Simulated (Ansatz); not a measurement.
Ansatz (a program for electronic structure) input (CCSD(T)/cc-pVQZ):

Ansatz 0.2 input:
```yaml
crystal:
  periodic: [false, false, false]
  atoms:
    - {symbol: F, position_ang: [1.56449645, -0.46792313, 0.06226083]}
    - {symbol: Ge, position_ang: [-0.07101198, 0.01862866, 0.25898153]}
    - {symbol: F, position_ang: [-0.23622056, 1.51173083, -0.57388792]}
    - {symbol: F, position_ang: [-1.02342605, -1.12377934, -0.60016390]}
    - {symbol: H, position_ang: [-0.47126524, 0.12362760, 1.71870998]}
basis:
  gaussian:
    orbitals: cc-pVQZ
magnetization: {spin_polarized: false}
correlation: {method: ccsd_t, electrons: outside_noble_gas}
```

End of the output:

```
integrals: 1.81 GiB planned
1631 factors; integrals over basis functions are off by at most 8.5e-4 eV
2.70 GiB of device memory are held for the factors and their scratch space
mean field: 1.48 GiB planned
mean field evaluation 1: about -64611.9508 eV, gradient 4.6e1 eV
mean field evaluation 2: about -64612.0162 eV, gradient 4.7e1 eV
mean field evaluation 4: about -64615.5297 eV, gradient 2.2e0 eV
mean field evaluation 8: about -64615.5567 eV, gradient 2.2e-1 eV
mean field evaluation 16: about -64611.9509 eV, gradient 4.6e1 eV
mean field -64615.55679007 eV, -2374.5779140377 hartree, gradient 1.2e-6 eV, S^2 0.000000; 0 other end points of the search recorded, 0 dependent functions left out
17 core orbitals not correlated
reference -64615.55679007 eV, -2374.5779140377 hartree; 13, 13 occupied and 233, 233 virtual orbitals, 1631 factors
second order -26.06174268 eV of doubles, -0.00000000 eV of singles
coupled cluster: 14.50 GiB planned
cycle   1  -25.33587454 eV  change    7.3e-1 eV  update   1.0e-1
cycle   2  -25.84151138 eV  change   -5.1e-1 eV  update   3.2e-2
cycle   3  -25.96752795 eV  change   -1.3e-1 eV  update   1.4e-2
cycle   4  -25.94507977 eV  change    2.2e-2 eV  update   3.0e-3
cycle   5  -25.94220255 eV  change    2.9e-3 eV  update   1.2e-3
cycle   6  -25.94332751 eV  change   -1.1e-3 eV  update   3.7e-4
cycle   7  -25.94322073 eV  change    1.1e-4 eV  update   1.3e-4
cycle   8  -25.94312187 eV  change    9.9e-5 eV  update   3.2e-5
cycle   9  -25.94312150 eV  change    3.7e-7 eV  update   1.2e-5
perturbative correction -0.83687947 eV, -0.0307547531 hartree
Total energy: -64642.33679104 eV, -2375.5620609211 hartree
```
